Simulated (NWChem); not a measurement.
System meant: In, doublet

NWChem input:

```
start job
memory heap 200 mb stack 900 mb global 1100 mb
geometry units angstroms noautoz
  In     0.000000     0.000000     0.000000
end
basis spherical
  * library def2-svp
end
ecp
  In library def2-ecp
end
dft
  odft
  mult 2
  xc b3lyp
  iterations 4
  mulliken
end
task dft energy
```

End of the output:

```
    Atom       Charge   Shell Charges
 -----------   ------   -------------------------------------------------------
    1 In  21    21.00   1.42  0.56  1.09  0.93  3.03  2.81  0.60  0.55  9.36  0.64

     ------------------------------------------
      Spin Density - Lowdin Population Analysis
     ------------------------------------------

    Atom       Charge   Shell Charges
 -----------   ------   -------------------------------------------------------
    1 In  21     1.00  -0.00 -0.00 -0.01  0.01  0.00  0.02  0.43  0.55 -0.01  0.01

   alpha - beta orbital overlaps
   -----------------------------

   alpha      1      2      3      4      5      6      7      8      9     10
    beta      1      2      3      4      5      6      7      8      9     10
 overlap   1.000  1.000  1.000  1.000  1.000  1.000  1.000  1.000  1.000  0.999

   alpha     11     12     13     14     15     16     17     18     19     20
    beta     13     12     11     14     17     16     15     20     21     22
 overlap   0.998  0.962  0.962  1.000  0.998  0.973  0.973  0.998  0.998  0.999

   alpha     21     22     23     24     25     26
    beta     18     19     24     23     25     26
 overlap   1.000  1.000  0.999  0.999  1.000  1.000

     --------------------------
     Expectation value of S2:
     --------------------------
      <S2> =      0.7516 (Exact =     0.7500)

 ------------------------------------------------------------------------
 dft energy failed                                                                                  0
 ------------------------------------------------------------------------
 ------------------------------------------------------------------------
  current input line :
    19: task dft energy
 ------------------------------------------------------------------------
 ------------------------------------------------------------------------
 This type of error is most commonly associated with calculations not reaching convergence criteria
 ------------------------------------------------------------------------
 For more information see the NWChem manual at https://nwchemgit.github.io

0:dft energy failed:Received an Error in Communication
```

### Question
What is wrong, and how is it mended?

### Answer
The run did not converge; its last values are not results. Cause: the SCF was allowed too few iterations. This input runs:
```
start job
memory heap 200 mb stack 900 mb global 1100 mb
geometry units angstroms noautoz
  In     0.000000     0.000000     0.000000
end
basis spherical
  In library def2-svp
end
ecp
  In library def2-ecp
end
dft
  odft
  mult 2
  xc b3lyp
  iterations 150
  mulliken
end
task dft energy
```
It converges to -190.18168 Ha (B3LYP/def2-SVP with def2 effective core potentials on In, spin-unrestricted).
